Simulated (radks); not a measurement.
Q: These are the eigenvalues of the occupied orbitals of an atom or ion with whole-number occupations (hartree). All-electron calculation, scalar-relativistic Kohn-Sham, BLYP, spin-unpolarised, spherical densities, finite nucleus; Fermi nuclear charge, rms radius of each element as measured or else 0.836 A^(1/3) + 0.57 fm. Program: a radial shooting solver on a logarithmic mesh with Libxc functionals.

orbital  eigenvalue
1s        -25.78671
2s         -2.18174
2p         -1.48672
3p         -0.26101

Which element is it, and in what charge state? The configuration may be excited.

A: Z = 9, fluorine, charge +1: F+ in [He] 2s1 2p4 3p1. The list shows which subshells hold electrons but not how many an open one holds; the 1s level, -25.787 hartree, gives Z - s = 7.2 by -(Z - s)^2/2, which with screening and relativity narrows Z to a few neighbours, and the depths of the outer levels then fix element, charge and occupations together.
